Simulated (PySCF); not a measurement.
Computed with B3LYP-D3(BJ)/def2-TZVP in PySCF. Gas-phase values, no solvent. One relaxed conformer stands for a flexible species; it need not be the lowest. B3LYP has the VWN-RPA correlation part, as in Gaussian. 

Reference species (SMILES): `Br[Si](Br)(Br)Br` (neutral, multiplicity 1).

The HOMO is -8.42 eV. The S1 oscillator strength comes out as 0.000.

Changed species: `S[Si](S)(S)S` (4 of 4 Br replaced by SH; the reference has 0 of 4 Br replaced by SH).

Problem. Give the shifts of the HOMO and S1 oscillator strength.

Solution. the HOMO rises by 1.07 eV, to -7.35 eV; the S1 oscillator strength stays essentially unchanged.
